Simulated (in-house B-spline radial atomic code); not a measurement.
A run on Tc³⁺ that did not converge. Method: scalar-relativistic (X2C) wB97X, spin-polarised, spherical fractional occupations, exact exchange averaged over the configuration, Fermi nucleus of rms radius 4.41117 fm; computed with a B-spline radial code for spherical atoms.

Command:
```bash
python run_scf.py task.json out
```
Settings (nuclear radius in fm, mass in u):
```
Z                43
configuration    [Kr] 4d4
hamiltonian      x2c
method           wb97x
spin_polarised   True
nucleus          fermi
rms_radius       4.41117
atomic_mass      96.90636
speed_of_light   137.035999084
exact_exchange   averaged over the configuration
```

First and last ten iterations of the last attempt (damped for 15 steps, keeping 80 % of the old Fock matrix, then DIIS):
```
 iter        energy (Eh)    residual
    1       -4276.517770    4.75e-01
    2       -4281.381814    2.63e-01
    3       -4282.490348    1.84e-01
    4       -4283.033711    1.29e-01
    5       -4283.297340    9.00e-02
    6       -4283.424528    6.25e-02
    7       -4283.485803    4.33e-02
    8       -4283.515396    3.04e-02
    9       -4283.529776    2.17e-02
   10       -4283.536831    1.56e-02
  111       -4283.544070    1.94e-06
  112       -4283.544070    7.65e-07
  113       -4283.544070    1.26e-06
  114       -4283.544070    1.63e-06
  115       -4283.544070    6.48e-07
  116       -4283.544070    5.56e-07
  117       -4283.544070    6.20e-07
  118       -4283.544070    6.63e-07
  119       -4283.544070    8.20e-07
  120       -4283.544070    1.25e-06
 not converged after 120 iterations
```

The smallest residual met was 5.0e-07; the threshold is about 4e-07. Over the last five steps the energy moves by less than 1e-08 hartree, but the orbitals didn't meet the threshold. Cost of the run: 19 s on 1 thread of Intel(R) Xeon(R) Platinum 8375C CPU @ 2.90GHz, on a shared host.
